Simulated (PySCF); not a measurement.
# RuS3, singlet: structure and spectrum

Level of theory: PySCF, PBE0, basis Ru def2-SVP with ECP28, S def2-SVP (scalar-relativistic core potentials, no spin–orbit coupling, density fitting).

The structure is a minimum.

Coordinates in bohr (charge 0 multiplicity 1):
```
Ru    0.0000    0.0000    0.0000
S     3.8759    0.0000    0.0000
S    -1.9379    3.3566    0.0000
S    -1.9379   -3.3566    0.0000
```

| Property | Result |
| --- | --- |
| Point group | D3h |
| Bond lengths | Ru–S 2.051 Å (×3) |
| Bond angles | S–Ru–S 120.0° (×3) |
| Dipole moment | 0.00 D |
| Enthalpy at 298.15 K above 0 K | 16.61 kJ/mol |
| Atomisation energy without zero-point energy | 1086 kJ/mol |
| Rotational constants | 0.08356, 0.08356, 0.04178 cm⁻¹ |
| Zero-point energy | 12.6 kJ/mol |
| Heat capacity Cp at 298.15 K | 71.1 J/(mol K) |
| Principal quadrupole moments (Buckingham, traceless) about the centre of mass | -0.77, 0.38, 0.38 D Å |
| Lowest empty level | -4.57 eV |
| Rotational symmetry number | 6 |
| Highest occupied level | -7.68 eV |
| Principal polarisabilities | 46.5, 106.7, 106.7 bohr³ |
| Entropy at 298.15 K and 1 bar | 321.3 J/(mol K) |

Harmonic modes (masses in u: Ru 101.904, S 31.972):
```csv
symmetry,ω (cm⁻¹),"IR (km/mol, summed over degenerate members)",type
a2'',75,0.1,bend
e',168,9.2,bend
a1',526,0.0,stretch
e',587,92.1,stretch
```

In D3h the vibrations span a2'' + 2e' + a1'. The a1' mode carries no infrared intensity, as symmetry demands.

Charges (e):
```
  atom  Mulliken  Löwdin  polar tensor  Mayer order to Ru1
   Ru1      0.04   -1.12          0.67                   –
S2,3,4     -0.01    0.37         -0.22                1.95
```
Other Mayer orders above 0.3: S–S 0.38 (×3).

Mulliken populations on Ru1 (electrons outside its core potential): s 2.54, p 6.65, d 6.76, f 0.02.

Outer orbital energies (eV). occupied: -11.21, -10.49, -10.49, -8.80, -8.80, -8.57, -7.88, -7.68; empty: -4.57, -4.57, -3.10, -3.10.

Formally Ru is in oxidation state +6, d2, with 0 unpaired electrons (the high-spin count would be 2). The polar-tensor charge on Ru, 0.67, is far below the formal one.

This need not be the most stable arrangement of these atoms.

The final relaxation and frequency run took 29 s on 2 threads of a shared Arm Neoverse N1 host, with 85 basis functions and 6 gradients; the process peaked at 1 GiB. Launch command: `OMP_NUM_THREADS=2 python axn.py task.json out`.
